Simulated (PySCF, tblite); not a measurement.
Dissociation curve of ZnH, doublet.

Computed with: UKS-B3LYP/6-31G* = PySCF with unrestricted B3LYP/6-31G*, spherical d; GFN2-xTB, 300 K electronic temperature (tblite); UMP2 = MP2 on UHF/def2-TZVP, 5 core orbitals frozen run with PySCF.

Energies are in kJ/mol, each relative to the lowest point of its own curve near equilibrium.

```json
[
 {"R / Å": "1.21", "UKS-B3LYP/6-31G*": "130.3", "GFN2-xTB": "143.7", "UMP2": "125.8"},
 {"R / Å": "1.31", "UKS-B3LYP/6-31G*": "60.0", "GFN2-xTB": "___", "UMP2": "55.0"},
 {"R / Å": "1.38", "UKS-B3LYP/6-31G*": "___", "GFN2-xTB": "40.4", "UMP2": "26.3"},
 {"R / Å": "1.45", "UKS-B3LYP/6-31G*": "12.6", "GFN2-xTB": "21.7", "UMP2": "9.6"},
 {"R / Å": "1.53", "UKS-B3LYP/6-31G*": "2.4", "GFN2-xTB": "8.9", "UMP2": "1.1"},
 {"R / Å": "1.58", "UKS-B3LYP/6-31G*": "0.1", "GFN2-xTB": "4.2", "UMP2": "0.0"},
 {"R / Å": "1.62", "UKS-B3LYP/6-31G*": "0.0", "GFN2-xTB": "1.8", "UMP2": "0.9"},
 {"R / Å": "1.66", "UKS-B3LYP/6-31G*": "1.1", "GFN2-xTB": "0.4", "UMP2": "3.2"},
 {"R / Å": "1.72", "UKS-B3LYP/6-31G*": "4.6", "GFN2-xTB": "0.0", "UMP2": "8.5"},
 {"R / Å": "1.78", "UKS-B3LYP/6-31G*": "9.7", "GFN2-xTB": "1.1", "UMP2": "___"},
 {"R / Å": "1.86", "UKS-B3LYP/6-31G*": "18.1", "GFN2-xTB": "4.4", "UMP2": "26.6"},
 {"R / Å": "1.99", "UKS-B3LYP/6-31G*": "___", "GFN2-xTB": "12.7", "UMP2": "46.2"},
 {"R / Å": "2.20", "UKS-B3LYP/6-31G*": "59.0", "GFN2-xTB": "31.3", "UMP2": "72.8"},
 {"R / Å": "2.43", "UKS-B3LYP/6-31G*": "81.4", "GFN2-xTB": "54.8", "UMP2": "87.4"},
 {"R / Å": "2.67", "UKS-B3LYP/6-31G*": "97.6", "GFN2-xTB": "___", "UMP2": "90.8"},
 {"R / Å": "2.88", "UKS-B3LYP/6-31G*": "106.6", "GFN2-xTB": "100.6", "UMP2": "89.7"},
 {"R / Å": "3.20", "UKS-B3LYP/6-31G*": "113.8", "GFN2-xTB": "127.1", "UMP2": "87.2"},
 {"R / Å": "3.52", "UKS-B3LYP/6-31G*": "116.8", "GFN2-xTB": "146.4", "UMP2": "85.7"},
 {"R / Å": "3.97", "UKS-B3LYP/6-31G*": "___", "GFN2-xTB": "162.7", "UMP2": "84.9"},
 {"R / Å": "4.41", "UKS-B3LYP/6-31G*": "118.7", "GFN2-xTB": "170.0", "UMP2": "84.7"},
 {"R / Å": "4.88", "UKS-B3LYP/6-31G*": "119.0", "GFN2-xTB": "—", "UMP2": "84.7"},
 {"R / Å": "5.70", "UKS-B3LYP/6-31G*": "119.3", "GFN2-xTB": "—", "UMP2": "84.8"},
 {"R / Å": "6.40", "UKS-B3LYP/6-31G*": "119.4", "GFN2-xTB": "—", "UMP2": "84.8"}
]
```

### Question
What belongs in the gaps?

### Answer

- 1.31, GFN2-xTB: 69.9
- 1.38, UKS-B3LYP/6-31G*: 30.6
- 1.78, UMP2: 15.5
- 1.99, UKS-B3LYP/6-31G*: 33.8
- 2.67, GFN2-xTB: 79.9
- 3.97, UKS-B3LYP/6-31G*: 118.2

A dash means that the run gave no value there, or that the column was ended at a point which the program doubted or which failed a test of continuity chosen for this set; such a test can also cut sound points.

The unrestricted determinant behind UMP2 is spin-contaminated at 2.20 to 2.43 Å (<S²> up to 0.9, against 0.75 for a pure doublet).
